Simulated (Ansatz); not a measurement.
Calculated with Ansatz (gas phase, PBE0-D4/def2-TZVP geometries, no zero-point term in ΔE). CCSD(T)/CBS is the MP2 limit (def2-TZVPP, def2-QZVPP) plus CCSD(T) − MP2 in def2-TZVPP, frozen cores. Functionals use def2-TZVPP. B3LYP here is the variant with VWN-RPA as its local correlation; programs differ in this. Elements past krypton have def2 core potentials. For Sn outer-core shells are correlated without core-valence functions, which leaves a few kJ/mol of doubt a bond. One conformer a species, not always the lowest.

Reaction (formal exchange of groups at a C–O bond): `C[O][Sn]([F])([F])[F]` + `C#CCOC` → `C#CC(C)OC` + `[OH][Sn]([F])([F])[F]`

Is it downhill or uphill in electronic energy at CCSD(T)/CBS, and by how much? (Estimate.)

Computed: Downhill: ΔE = -19.1 kcal/mol.

What do these levels give: B3LYP-D4, PBE, MP2/def2-TZVPP, HF/def2-QZVPP, SCS-MP2/def2-QZVPP, MP2/CBS(def2)? (An estimate is asked.)

The calculation gave: B3LYP-D4 -16.7, PBE -17.0, MP2/def2-TZVPP -20.6, HF/def2-QZVPP -15.2, SCS-MP2/def2-QZVPP -19.0, MP2/CBS(def2) -20.8 kcal/mol.

Largest T1 diagnostic among the species: 0.015.

From PBE to PBE0 (25 % exact exchange), in def2-TZVPP and without D4, ΔE moves by −0.9 kcal/mol. In def2-TZVPP, CCSD(T) changes the Hartree–Fock value by −3.4 kcal/mol (the triples alone add −0.4 kcal/mol) and MP2 by −5.2 kcal/mol. The D4 term adds −1.0 kcal/mol with B3LYP and −0.5 kcal/mol with PBE0; it sums over pairs of atoms, weighted by their polarisabilities, and B3LYP, whose exchange is more repulsive, gets the larger term.
